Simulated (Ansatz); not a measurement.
Consider the redistribution: `F[SiH2]OP` + `C[NH][ZnH]` → `P[NH][ZnH]` + `CO[SiH2]F`.

Gas-phase electronic energies from Ansatz, PBE0-D4/def2-TZVP geometries. CCSD(T)/CBS adds triple-zeta CCSD(T) − MP2 to the extrapolated MP2 energy (def2 sets, frozen cores). DFT in def2-TZVPP. B3LYP here is the variant with VWN-RPA as its local correlation; programs differ in this. HSE06 is defined as in plane-wave codes. For Zn outer-core shells are correlated without core-valence functions, which leaves a few kJ/mol of doubt a bond. Scalar relativity is left out up to krypton. One conformer a species, not always the lowest.

`F[SiH2]OP`:

```xyz
8

F     2.017   -0.250    1.000
Si    1.230   -0.116   -0.379
O    -0.359   -0.386   -0.132
P    -1.525    0.640    0.432
H     1.456    1.259   -0.878
H     1.715   -1.173   -1.284
H    -2.609    0.132   -0.337
H    -1.925   -0.106    1.578
```

`C[NH][ZnH]`:

Cartesian coordinates in Å:
```
C -0.475 -0.540 -0.814
N -0.079 0.577 0.011
Zn 0.943 0.560 1.505
H -0.114 -0.452 -1.849
H -0.066 -1.474 -0.421
H -1.565 -0.671 -0.858
H -0.445 1.449 -0.334
H 1.801 0.550 2.761
```

`P[NH][ZnH]`:

```xyz
7

P    -1.515   -0.373   -0.108
N     0.138   -0.732   -0.249
Zn    1.563    0.357    0.099
H    -1.603    0.897   -0.754
H    -1.583    0.233    1.183
H     0.276   -1.676   -0.570
H     2.723    1.294    0.399
```

`CO[SiH2]F`:

```xyz
9

C    -0.476    0.699   -1.085
O     0.376    0.668    0.041
Si    0.551   -0.593    1.047
F    -0.762   -0.811    1.930
H    -1.500    0.939   -0.787
H    -0.116    1.471   -1.765
H    -0.479   -0.261   -1.615
H     1.666   -0.264    1.954
H     0.740   -1.849    0.282
```

```json
{"level": "LDA (SPW92)", "ΔE (kJ/mol)": "5.3", "difference from CCSD(T)/CBS": "-0.1"}
{"level": "PBE-D4", "ΔE (kJ/mol)": "4.0", "difference from CCSD(T)/CBS": "-1.4"}
{"level": "revPBE-D4", "ΔE (kJ/mol)": "2.6", "difference from CCSD(T)/CBS": "-2.8"}
{"level": "BLYP-D4", "ΔE (kJ/mol)": "6.3", "difference from CCSD(T)/CBS": "0.9"}
{"level": "B97M-V", "ΔE (kJ/mol)": "4.3", "difference from CCSD(T)/CBS": "-1.1"}
{"level": "PBE0-D4", "ΔE (kJ/mol)": "2.5", "difference from CCSD(T)/CBS": "-2.9"}
{"level": "B3LYP-D4", "ΔE (kJ/mol)": "5.2", "difference from CCSD(T)/CBS": "-0.2"}
{"level": "r2SCANh-D4", "ΔE (kJ/mol)": "3.5", "difference from CCSD(T)/CBS": "-1.9"}
{"level": "r2SCAN0-D4", "ΔE (kJ/mol)": "2.7", "difference from CCSD(T)/CBS": "-2.7"}
{"level": "BHLYP-D4", "ΔE (kJ/mol)": "4.0", "difference from CCSD(T)/CBS": "-1.4"}
{"level": "CAM-B3LYP-D4", "ΔE (kJ/mol)": "6.4", "difference from CCSD(T)/CBS": "1.0"}
{"level": "ωB97X-V", "ΔE (kJ/mol)": "4.3", "difference from CCSD(T)/CBS": "-1.1"}
{"level": "B2PLYP", "ΔE (kJ/mol)": "5.8", "difference from CCSD(T)/CBS": "0.4"}
{"level": "PBE-QIDH", "ΔE (kJ/mol)": "2.7", "difference from CCSD(T)/CBS": "-2.7"}
{"level": "PBE", "ΔE (kJ/mol)": "4.6", "difference from CCSD(T)/CBS": "-0.8"}
{"level": "revPBE", "ΔE (kJ/mol)": "4.3", "difference from CCSD(T)/CBS": "-1.1"}
{"level": "BLYP", "ΔE (kJ/mol)": "7.7", "difference from CCSD(T)/CBS": "2.3"}
{"level": "r2SCAN", "ΔE (kJ/mol)": "4.1", "difference from CCSD(T)/CBS": "-1.3"}
{"level": "PBE0", "ΔE (kJ/mol)": "2.9", "difference from CCSD(T)/CBS": "-2.5"}
{"level": "B3LYP", "ΔE (kJ/mol)": "6.2", "difference from CCSD(T)/CBS": "0.8"}
{"level": "r2SCANh", "ΔE (kJ/mol)": "3.6", "difference from CCSD(T)/CBS": "-1.8"}
{"level": "r2SCAN0", "ΔE (kJ/mol)": "2.7", "difference from CCSD(T)/CBS": "-2.7"}
{"level": "HSE06", "ΔE (kJ/mol)": "2.7", "difference from CCSD(T)/CBS": "-2.7"}
{"level": "BHLYP", "ΔE (kJ/mol)": "4.6", "difference from CCSD(T)/CBS": "-0.8"}
{"level": "CAM-B3LYP", "ΔE (kJ/mol)": "6.8", "difference from CCSD(T)/CBS": "1.4"}
{"level": "LC-ωPBE", "ΔE (kJ/mol)": "4.8", "difference from CCSD(T)/CBS": "-0.6"}
{"level": "RPA@PBE/def2-TZVPP", "ΔE (kJ/mol)": "6.4", "difference from CCSD(T)/CBS": "1.0"}
{"level": "MP2/def2-SVP", "ΔE (kJ/mol)": "-0.7", "difference from CCSD(T)/CBS": "-6.1"}
{"level": "CCSD/def2-SVP", "ΔE (kJ/mol)": "-0.8", "difference from CCSD(T)/CBS": "-6.2"}
{"level": "CCSD(T)/def2-SVP", "ΔE (kJ/mol)": "-0.9", "difference from CCSD(T)/CBS": "-6.3"}
{"level": "MP2/def2-TZVPP", "ΔE (kJ/mol)": "5.1", "difference from CCSD(T)/CBS": "-0.3"}
{"level": "SCS-MP2/def2-TZVPP", "ΔE (kJ/mol)": "5.6", "difference from CCSD(T)/CBS": "0.2"}
{"level": "CCSD/def2-TZVPP", "ΔE (kJ/mol)": "4.6", "difference from CCSD(T)/CBS": "-0.8"}
{"level": "CCSD(T)/def2-TZVPP", "ΔE (kJ/mol)": "4.5", "difference from CCSD(T)/CBS": "-0.9"}
{"level": "HF/def2-QZVPP", "ΔE (kJ/mol)": "2.3", "difference from CCSD(T)/CBS": "-3.1"}
{"level": "MP2/def2-QZVPP", "ΔE (kJ/mol)": "5.9", "difference from CCSD(T)/CBS": "0.5"}
{"level": "SCS-MP2/def2-QZVPP", "ΔE (kJ/mol)": "6.4", "difference from CCSD(T)/CBS": "1.0"}
{"level": "HF/CBS(def2)", "ΔE (kJ/mol)": "2.4", "difference from CCSD(T)/CBS": "-3.0"}
{"level": "MP2/CBS(def2)", "ΔE (kJ/mol)": "6.0", "difference from CCSD(T)/CBS": "0.6"}
{"level": "CCSD/CBS(def2)", "ΔE (kJ/mol)": "5.5", "difference from CCSD(T)/CBS": "0.1"}
{"level": "CCSD(T)/CBS", "ΔE (kJ/mol)": "5.4", "difference from CCSD(T)/CBS": "0"}
```

Problem. What do rigid-rotor, harmonic-oscillator terms from PBE0-D4/def2-TZVP frequencies (298.15 K, 1 bar) make of the CCSD(T)/CBS value? (An estimate is asked.)

Solution. The calculation gave: ΔZPE = +0.9 kJ/mol, ΔH = +5.8 kJ/mol, ΔS = -7 J/(mol·K), ΔG = +7.9 kJ/mol.

Largest T1 diagnostic among the species: 0.016.

In def2-TZVPP, CCSD(T) changes the Hartree–Fock value by +3.1 kJ/mol (the triples alone add −0.2 kJ/mol) and MP2 by +3.7 kJ/mol. Leaving LDA and LC-ωPBE aside and taking each functional with its dispersion term where it has one, the values, not all of them listed here, spread over 4.1 kJ/mol, from HSE06-D4 to CAM-B3LYP-D4. At CCSD(T), def2-SVP lies −6.3 kJ/mol from the extrapolated value and def2-TZVPP −0.9 kJ/mol.
